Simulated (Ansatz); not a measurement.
Input file for `C[O][In]([F])[Br]`:

```yaml
crystal:
  periodic: [false, false, false]
  atoms:
    - {symbol: C, position_ang: [-0.321314, -0.556007, 1.234415]}
    - {symbol: O, position_ang: [-0.173285, 0.680862, 0.565205]}
    - {symbol: In, position_ang: [0.330596, 0.759293, -1.323076]}
    - {symbol: F, position_ang: [0.751846, -0.973711, -2.092797]}
    - {symbol: Br, position_ang: [0.508937, 2.746694, -2.690751]}
    - {symbol: H, position_ang: [0.038320, -0.433313, 2.260693]}
    - {symbol: H, position_ang: [0.241332, -1.374946, 0.772937]}
    - {symbol: H, position_ang: [-1.376451, -0.848873, 1.273375]}
basis:
  gaussian: {orbitals: def2-SVP}
correlation: {method: ccsd_t}
```

```sh
$ ansatz run in.yaml --threads 4 --pin off --events-out ev --progress --plain --max-ram 10444MiB
```

Log, shortened:

```
Functional definition: HF
1198 factors; integrals over basis functions are off by at most 1.4e-3 eV
mean field evaluation 1: about -80953.4701 eV, gradient 4.3e1 eV
mean field evaluation 2: about -80953.5727 eV, gradient 4.4e1 eV
mean field evaluation 4: about -80957.3883 eV, gradient 2.7e0 eV
mean field evaluation 8: about -80957.4289 eV, gradient 3.1e-1 eV
mean field -80957.42920195 eV, -2975.1306482554 hartree, gradient 2.2e-6 eV, S^2 0.000000; 0 other end points of the search recorded, 0 dependent functions left out
16 core orbitals not correlated: weight in the atoms' cores, before any rotation towards them, 1.000 or more for the frozen orbitals, at most 0.000 for the correlated occupied ones
reference -80957.42920195 eV, -2975.1306482554 hartree; 25, 25 occupied and 74, 74 virtual orbitals, 1198 factors
second order -22.51108361 eV of doubles, -0.00000000 eV of singles
cycle   1  -22.45430717 eV  change    5.7e-2 eV  update   1.2e-1
cycle   2  -22.97313048 eV  change   -5.2e-1 eV  update   4.0e-2
cycle   3  -23.13759945 eV  change   -1.6e-1 eV  update   2.4e-2
cycle   4  -23.13133484 eV  change    6.3e-3 eV  update   7.1e-3
cycle   5  -23.12420063 eV  change    7.1e-3 eV  update   3.3e-3
cycle   6  -23.12526945 eV  change   -1.1e-3 eV  update   1.2e-3
cycle   7  -23.12508799 eV  change    1.8e-4 eV  update   4.2e-4
cycle   8  -23.12492185 eV  change    1.7e-4 eV  update   1.6e-4
cycle   9  -23.12499516 eV  change   -7.3e-5 eV  update   5.8e-5
cycle  10  -23.12503199 eV  change   -3.7e-5 eV  update   2.2e-5
perturbative correction -0.54080466 eV, -0.0198742047 hartree
Total energy: -80981.09503860 eV, -2976.0003517109 hartree
```

It took 14 s on 4 threads of an Arm Neoverse V1 on a shared host, with 0.66 GiB of host memory at the peak.

Correlation energy per correlated electron: -0.473 eV. T1 diagnostic: 0.0129.
